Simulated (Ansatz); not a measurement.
# The atomisation energy (no zero-point term) down a group: N to Sb

One atom is swapped for its congeners: NO; PO; AsO; SbO. All are doublets with charge 0.

Shapes, held fixed at every level: PBE0-D4/def2-TZVP. Programs: Ansatz 0.2.0. Values in eV.

```json
{"level": "PBE-D4/def2-TZVPP", "NO": "7.46", "PO": "6.64", "SbO": "4.78"}
{"level": "r2SCAN-D4/def2-TZVPP", "NO": "6.59", "PO": "6.15", "SbO": "4.16"}
{"level": "PBE0-D4/def2-TZVPP", "NO": "6.65", "PO": "6.01", "SbO": "3.93"}
{"level": "r2SCAN0-D4/def2-TZVPP", "NO": "6.00", "PO": "5.65", "SbO": "3.48"}
{"level": "wB97M-V/def2-TZVPP", "NO": "6.71", "PO": "6.30", "SbO": "4.00"}
{"level": "wB97X-V/def2-TZVPP", "NO": "6.81", "PO": "6.30", "SbO": "4.22"}
{"level": "B2PLYP/def2-TZVPP", "NO": "6.64", "PO": "6.19", "SbO": "4.30"}
```

Estimate the column for AsO from its neighbours.

The mean of the neighbours at B2PLYP/def2-TZVPP is 5.25 eV, against 5.04 from the run. All rows: PBE-D4/def2-TZVPP 5.53; r2SCAN-D4/def2-TZVPP 4.99; PBE0-D4/def2-TZVPP 4.76; r2SCAN0-D4/def2-TZVPP 4.37; wB97M-V/def2-TZVPP 4.90; wB97X-V/def2-TZVPP 5.07; B2PLYP/def2-TZVPP 5.04 eV. At B2PLYP/def2-TZVPP the atomisation energy falls at every step, from 6.64 to 4.30 eV. Every level shows the same order. Spin contamination: AsO (⟨S²⟩ up to 1.27), SbO (⟨S²⟩ up to 1.50). Open shells run unrestricted unless RO is named. For atoms past krypton def2 sets carry core potentials with scalar relativity. Relativity is left out for As unless named. Correlated rows may include outer-core shells of As, Sb, which these sets cover unevenly. Spin-orbit coupling, which grows down the group, is left out (summed over each molecule's free atoms 0.01, 0.01, 0.01, 0.01 eV).
